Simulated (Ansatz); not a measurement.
Molecule: Ag2, charge 0, multiplicity 1. SMILES: [Ag][Ag]
Coordinates optimised at B3LYP-D3(BJ)/def2-TZVP (Ansatz, a program for electronic structure):
```
Ag
Ag 1 2.5966
```

Quantity: atomisation energy (electronic, to ground-state atoms), in kJ/mol. Correlated levels leave the core frozen unless marked. UHF or UKS for open shells. No spin-orbit coupling. The frozen core is the preceding noble-gas configuration, with the filled d and f shells of earlier blocks. Past Kr the def2 sets carry scalar-relativistic core potentials. STO-3G rows are all-electron and non-relativistic. The coupled-cluster limit lacks core correlation, which all-electron functionals hold. Basis-set limits of correlation are two-point, X^-3; Hartree-Fock from the larger set. The bracket is a focal-point correction in the basis named. The program attaches cautions to a run behind CCSD/STO-3G: large difference.

```tsv
level	program	atomisation energy (kJ/mol)	minus last row	rough core time
HF/def2-QZVPP	Ansatz	40.9	-115.5	-
PBE/def2-TZVPD	Ansatz	170.3	13.9	under 20 s
PBE-D4/def2-TZVPD	Ansatz + dftd4	174.3	17.9	under 20 s
BLYP-D3(BJ)/def2-TZVPD	Ansatz + dftd3	170.7	14.3	under 20 s
B97M-V/def2-TZVPD	Ansatz	170.5	14.1	under 20 s
B3LYP-D4/def2-TZVPD	Ansatz + dftd4	154.7	-1.7	under 20 s
B3LYP/def2-TZVPD	Ansatz	148.0	-8.4	under 20 s
PBE0-D3(BJ)/def2-TZVP	Ansatz + dftd3	151.0	-5.4	under 20 s
PBE0-D3(BJ)/def2-TZVPD	Ansatz + dftd3	151.1	-5.3	under 20 s
PBE0/def2-TZVP	Ansatz	147.3	-9.1	under 20 s
CAM-B3LYP-D4/def2-TZVPD	Ansatz + dftd4	143.8	-12.6	under 20 s
CAM-B3LYP/def2-TZVPD	Ansatz	140.2	-16.2	under 20 s
LC-wPBE-D3(BJ)/def2-TZVPD	Ansatz + dftd3	128.4	-28.0	under 20 s
B2GP-PLYP/def2-TZVPD	Ansatz	142.6	-13.8	under 20 s
CCSD/STO-3G	Ansatz	125.2	-31.2	-
CCSD/def2-TZVPPD	Ansatz	128.7	-27.7	-
CCSD/def2-QZVPPD	Ansatz	134.7	-21.7	-
CCSD/CBS(def2-TZVPP,def2-QZVPP)	Ansatz	138.3	-18.1	-
RI-MP2/CBS(def2-TZVPP,def2-QZVPP)+[CCSD(T)-MP2]/def2-QZVPP	Ansatz	159.9	3.5	50 s
RI-MP2/CBS(def2-TZVPPD,def2-QZVPPD)+[CCSD(T)-MP2]/def2-QZVPPD	Ansatz	159.9	3.5	60 s
CCSD(T)/CBS(def2-TZVPPD,def2-QZVPPD)	Ansatz	156.4	0.0	60 s
```

Core times are rough, on shared machines, summed over the molecules involved; a dash marks a level read off another run, or run on other hardware, by another program or under a memory cap.
